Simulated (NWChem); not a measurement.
System: CH5ClOSi2; SMILES O=C[SiH2][SiH2]Cl

```xyz
10

O      1.0830    -2.6478     0.6115
C      0.8092    -1.9543    -0.3335
Si    -0.9135    -1.0762    -0.4800
Si    -0.7002     0.9837     0.6215
Cl     0.9178     1.9429    -0.2707
H      1.5667    -1.7716    -1.1458
H     -1.2422    -0.8260    -1.9176
H     -1.9547    -1.9311     0.1629
H     -0.3986     0.7954     2.0695
H     -1.9067     1.8485     0.4714
```
Atoms are numbered in this order, from 1.

The geometry was optimised at PBE0/def2-SVP.

 Unshifted, non-relativistic core excitations; the lowest 4 roots alone, so stronger bands may lie above.

Question: List the first O K-edge excitations from PBE0/6-311G** (spherical d), restricted-window TDA (NWChem).

Answer: 
```tsv
state	energy (eV)	dipole oscillator strength	leading excitation (squared amplitude)
S1	517.9	0.0425	1s of atom 1 or its equivalents → LUMO (0.93)
S2	521.3	0.0015	1s of atom 1 or its equivalents → LUMO+1 (0.93)
S3	521.8	0.0001	1s of atom 1 or its equivalents → LUMO+2 (0.94)
S4	522.5	0.0015	1s of atom 1 or its equivalents → LUMO+3 (0.92)
```
